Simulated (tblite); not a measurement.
Species: C9H21P.
Cartesian coordinates in Å at the GFN2-xTB level; atoms count from 1:
```
atom  x, y, z in Å
C1     1.2034   -2.0295    1.4830
C2     1.1766   -0.5828    0.9961
C3     2.6091   -0.0797    0.8255
P4     0.3293   -0.4779   -0.6833
C5    -1.3645   -1.2142   -0.3012
C6    -2.1802   -0.5641    0.8097
C7    -2.1663   -1.2670   -1.6013
C8    -0.0868    1.3623   -0.8459
C9    -0.0970    2.2221    0.4136
C10    0.8642    1.9544   -1.8878
H11    0.2160   -2.3705    1.7845
H12    1.8671   -2.1187    2.3427
H13    1.5738   -2.6883    0.6984
H14    0.6571    0.0379    1.7324
H15    3.1493   -0.1395    1.7701
H16    3.1326   -0.6894    0.0908
H17    2.6338    0.9530    0.4860
H18   -1.1399   -2.2493   -0.0142
H19   -1.6168   -0.5032    1.7381
H20   -3.0756   -1.1563    0.9992
H21   -2.4978    0.4355    0.5223
H22   -1.5801   -1.7347   -2.3906
H23   -3.0803   -1.8431   -1.4620
H24   -2.4460   -0.2680   -1.9314
H25   -1.0951    1.3736   -1.2781
H26    0.8993    2.3140    0.8389
H27   -0.4413    3.2242    0.1566
H28   -0.7636    1.8256    1.1743
H29    0.5738    2.9741   -2.1391
H30    0.8472    1.3558   -2.7969
H31    1.8866    1.9730   -1.5157
```

Computed values, GFN2-xTB/tblite, gas phase, harmonic and unscaled. Errors from tens to a few hundred cm⁻¹ against measured bands are possible. One conformer, not necessarily the lowest.

Harmonic wavenumbers (cm⁻¹): 72.1, 80.0, 97.1, 137.6, 161.4, 166.4, 192.0, 202.9, 206.6, 227.8, 234.1, 249.6, 260.4, 276.2, 283.2, 332.4, 347.0, 356.2, 411.8, 443.0, 451.3, 606.6, 645.7, 677.0, 924.0, 925.1, 926.8, 935.0, 937.8, 942.7, 979.6, 981.1, 982.9, 1029.6, 1042.7, 1053.9, 1117.7, 1131.2, 1138.3, 1164.1, 1165.4, 1170.3, 1227.9, 1251.0, 1259.7, 1290.9, 1291.2, 1299.7, 1401.0, 1405.9, 1407.5, 1416.3, 1418.9, 1423.0, 1489.0, 1492.7, 1494.0, 1495.2, 1499.5, 1500.9, 1503.5, 1504.6, 1506.1, 1510.3, 1513.0, 1516.0, 2897.1, 2899.6, 2920.9, 2997.0, 2997.5, 3000.1, 3004.2, 3005.4, 3006.1, 3012.1, 3015.8, 3018.6, 3019.9, 3023.6, 3027.8, 3031.5, 3034.7, 3035.1, 3036.6, 3040.3, 3049.2.

A = 1104, B = 1006, C = 704.6 MHz; mass 160.138 u (most abundant isotopes); point group C1, symmetry number 1.

Problem. What is the zero-point energy?

Solution. Half the sum of the wavenumbers: 61429 cm⁻¹ = 734.85 kJ/mol.

Problem. What is S at 273.15 K and 1 bar for an ideal gas of classical rigid rotors and harmonic oscillators?

Solution. Translation 170.34, rotation 126.09, vibration 172.12: S = 468.6 J/(mol K).

Problem. And Cp and H(273.15 K) − H(0)?

Solution. Cp = 220.00 J/(mol K), of which vibrations give 186.74 (their classical limit is 87 R = 723.4); H(273.15 K) − H(0) = 35.51 kJ/mol without the zero-point energy, 26.42 from vibrations.

Problem. Blend soft modes into free rotors: weight 1/[1 + (100 cm⁻¹/ν̃)⁴] for the oscillator and the rest for a rotor with moment μB/(μ + B), μ = h/(8π²ν), B = 10⁻⁴⁴ kg m². What vibrational entropy results?

Solution. 166.06 J/(mol K) in place of 172.12, which changes −T·S at 273.15 K by +1.65 kJ/mol.

Problem. What must be added to the electronic energy to get the Gibbs energy at 273.15 K and 1 bar?

Solution. ZPE + [H(273.15 K) − H(0)] − T·S = 734.85 + 35.51 − 127.98 = 642.38 kJ/mol.

Problem. Which modes carry the vibrational entropy at 273.15 K?

Solution. 72.1 cm⁻¹: 16.41; 80.0 cm⁻¹: 15.56; 97.1 cm⁻¹: 13.98; 137.6 cm⁻¹: 11.17; 161.4 cm⁻¹: 9.91; 166.4 cm⁻¹: 9.67 J/(mol K); the other 81 give 95.41 together.

Problem. How do the functions run with temperature in this model?

Solution. 
```
T (K)  S (J/(mol K))  Cp (J/(mol K))  H − H(0) (kJ/mol)  G − H(0) (kJ/mol)  ln q(vib)
  100          308.1           109.8               6.33             -24.48       1.81
  200          407.0           177.6              20.98             -60.42       5.93
  300          489.9           236.3              41.63            -105.35      10.21
  500          639.0           354.5             101.02            -218.49      18.49
  800          835.6           482.2             227.97            -440.48      30.27
 1000          949.8           540.7             330.54            -619.22      37.63
```

q(vib) and H(0) count from the zero-point level.

Hindered rotation and anharmonicity are outside this model. Other conformers, if any are populated, would add a mixing term that is left out. The structure is chiral; the term R ln 2 for an equal mix with its mirror image is left out.
